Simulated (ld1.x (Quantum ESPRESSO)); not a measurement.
What one change does to a pseudopotential (Be (Z = 4), TM)

Be, norm-conserving Troullier–Martins (Kleinman–Bylander form), made with ld1.x (Quantum ESPRESSO) 7.5 (BP86, scalar-relativistic). Core none, reference 1s2 2s1.75 2p0.25. Waves: 2p (bound): rc 4.20 bohr; 3d channel at 0.05 Ry: rc 4.40 bohr; 1s (bound): rc 0.50 bohr. Local part: the s channel. Core correction: none.

Occupied shells without a wave of their own: 2s. They enter only through the test configuration that unscreens the potential.

Change: wave 1s (bound): rc 0.50 bohr becomes 1s (bound): rc 0.74 bohr.

Cutoffs: the cutoffs (Ry, on a coarse ladder) from which the occupation-weighted sum of valence levels, in a spherical-Bessel basis at the reference potential, stays within 10 and 1 mRy of its value at 400 Ry; they do not see the model core or the augmentation charge, which bear on the density cutoff. Errors are all-electron minus pseudo energies relative to the spin-unpolarised reference configuration.

Problem. Predict the effect on cutoff, ghosts and configuration errors.

Solution. The number of tests that count goes from 6 to 7; of the 6 tests that both files solve, the error grows in 6 and shrinks in 0 by more than 15 % and 0.3 meV (median size 47.6 → 239.6 meV); neither file shows a bound ghost at the reference potential, the only one tested. More of the atom is replaced by a form fitted at one configuration, so other configurations suffer.

| quantity | base | changed |
| --- | --- | --- |
| cutoff, loose | 300 Ry | 180 Ry |
| cutoff, tight | over 300 Ry | over 300 Ry |
| loose cutoff by channel (10 mRy a level) | p 6 Ry, s 300 Ry | p 6 Ry, s 160 Ry |
| bound ghosts | none | none |
| largest miss of a reference level, eV | 0.03 | 0.18 |
| tests counted (converged, no solver errors) | 6 of 7 | 7 of 7 |
| error for 1s2 2s2 2p0, meV [ΔE -0.90 eV] | -9.8 | -46 |
| error for 1s2 2s1 2p0, meV [ΔE 8.74 eV] | +57 | +213 |
| error for 1s2 2s0 2p0, meV [ΔE 26.60 eV] | +168 | +662 |
| error for 1s2 2s1.5 2p0, meV [ΔE 2.90 eV] | +18 | +62 |
| error for 1s1 2s2 2p0, meV [ΔE 127.61 eV] | +266 | +561 |
| error for 1s2 2s0 2p2, meV [ΔE 6.38 eV] | +38 | +267 |
| s: phases at 4.75 bohr within 0.05 rad from the reference energy up to (Ry; the scan ends near 5) | -0.5 | -0.6 |
| p: phases at 4.75 bohr within 0.05 rad from the reference energy up to (Ry; the scan ends near 5) | 0.3 | 0.4 |
| d: phases at 4.75 bohr within 0.05 rad from the reference energy up to (Ry; the scan ends near 5) | 1.3 | 0.4 |

Base: Tests not counted: 1s2 2s0 2p1 (solver errors, printed error -3.8 eV). The 2s level has no wave, so the channel is fitted at the deeper level alone: the likely source of the large errors. Changed file: The 2s level has no wave, so the channel is fitted at the deeper level alone: the likely source of the large errors.
